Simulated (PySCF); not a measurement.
These are PySCF with TPSSh-D3(BJ)/def2-TZVP // CAM-B3LYP-D3(BJ)/def2-TZVP values and carry that method's errors. Isolated molecules, 0 K electronic values unless said otherwise. One relaxed conformer stands for a flexible species; it need not be the lowest. Delta-SCF ions had no search for a lower state. 

Reference species (SMILES): `BC(=C)CC#N` (neutral, multiplicity 1).

| Property | Result |
|---|---|
| HOMO–LUMO gap | 5.25 eV |
| vertical ionisation energy (Delta-SCF) | 10.62 eV |
| HOMO | -8.12 eV |

Changed species: `B/C=C(/C)C#N`.

Q: What does the change do to the HOMO–LUMO gap, vertical ionisation energy (Delta-SCF) and HOMO?

A: the HOMO–LUMO gap drops by 0.65 eV, to 4.60 eV; the vertical ionisation energy (Delta-SCF) drops by 0.26 eV, to 10.36 eV; the HOMO rises by 0.26 eV, to -7.86 eV.
